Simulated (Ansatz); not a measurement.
A nudged elastic band was laid between two geometries of a periodic cell of 13 atoms, BRh₁₂ (surface Rh(111), adsorbate B).

These are results of Ansatz, DFT LDA, scalar-relativistic, plane waves, PAW, not measurements. Settings: cutoff 420 eV, k mesh 4x4x1, gaussian smearing 0.15 eV, no spin polarisation.

```yaml
movable_images: 7
climbing_image: yes
spring: 5.0 eV/Å²
optimiser: quadratic models (default)
start_path: straight line
force_threshold: 0.05 eV/Å
iteration_limit: 68
end_points: relaxed
atoms_held: 1 to 4
```

Image 0:

```xyz
13
Lattice="5.3740 0.0000 0.0000 2.6870 4.6540 0.0000 0.0000 0.0000 17.3879" Properties=species:S:1:pos:R:3
Rh 1.344 0.776 1.000
Rh 4.031 0.776 1.000
Rh 2.687 3.103 1.000
Rh 5.374 3.103 1.000
Rh 0.000 1.551 3.095
Rh 2.687 1.547 3.099
Rh 1.340 3.881 3.099
Rh 4.035 3.881 3.099
Rh 0.000 -0.067 5.240
Rh 2.687 0.000 5.185
Rh 1.402 2.361 5.240
Rh 3.972 2.361 5.240
B 5.374 1.551 6.333
```

Image 8:

Only the atoms that move by more than 0.05 Å are listed.
```
Rh9 0.000 0.000 5.185
Rh10 2.687 -0.067 5.240
Rh11 1.285 2.361 5.240
Rh12 4.089 2.361 5.240
B13 8.061 1.551 6.333
```

Task: What changes between the two ends?

Result: The atom that moves furthest is B13, by 2.69 Å; four of its nearest neighbours are Rh11 1.95, Rh9 1.95, Rh12 1.95, Rh5 3.24 Å at the first end and Rh12 1.95, Rh10 1.95, Rh11 1.95, Rh6 3.24 Å at the last.

Task: What energy profile does the band end with?

Result: The run converged. The highest image is number 6 of 0 to 8, 0.56 eV above the ends, which have the same energy within 2 meV. The profile has 2 maxima (images 3, 6) with wells between them (image 4): this band takes more than one step, which may be the mechanism or a detour left from its start path. By the program's own check the climbing image is a first-order saddle point (lowest curvatures found: -2.42 and 0.81 eV/Å²). Limits of this set-up: coarse k mesh, thin slab, slab without dipole correction, odd electron count without spin, a typed lattice constant that wasn't relaxed here.

```
image  path coordinate (Å)  energy (eV)  Rh9–B13 (Å)  Rh10–B13 (Å)
    0                 0.00         0.00         1.95          3.31
    1                 0.39         0.09         1.92          3.10
    2                 0.78         0.44         1.88          2.74
    3                 1.16         0.55         1.89          2.37
    4                 1.55         0.40         1.93          2.04
    5                 1.94         0.43         2.10          1.92
    6                 2.33         0.56         2.46          1.88
    7                 2.86         0.23         2.95          1.90
    8                 3.38         0.00         3.31          1.95
```

Task: What is the geometry of the highest image?

Result: 
```xyz
13
Lattice="5.3740 0.0000 0.0000 2.6870 4.6540 0.0000 0.0000 0.0000 17.3879" Properties=species:S:1:pos:R:3
Rh 1.344 0.776 1.000
Rh 4.031 0.776 1.000
Rh 2.687 3.103 1.000
Rh 5.374 3.103 1.000
Rh -0.014 1.558 3.113
Rh 2.673 1.543 3.088
Rh 1.375 3.896 3.079
Rh 4.029 3.863 3.113
Rh 0.009 0.005 5.246
Rh 2.682 -0.103 5.237
Rh 1.252 2.374 5.237
Rh 3.961 2.287 5.224
B 7.238 1.076 6.458
```

Run time: 16 min on 4 threads of Intel(R) Xeon(R) Platinum 8488C (Sapphire Rapids), on a shared host, peak memory 4 GiB.
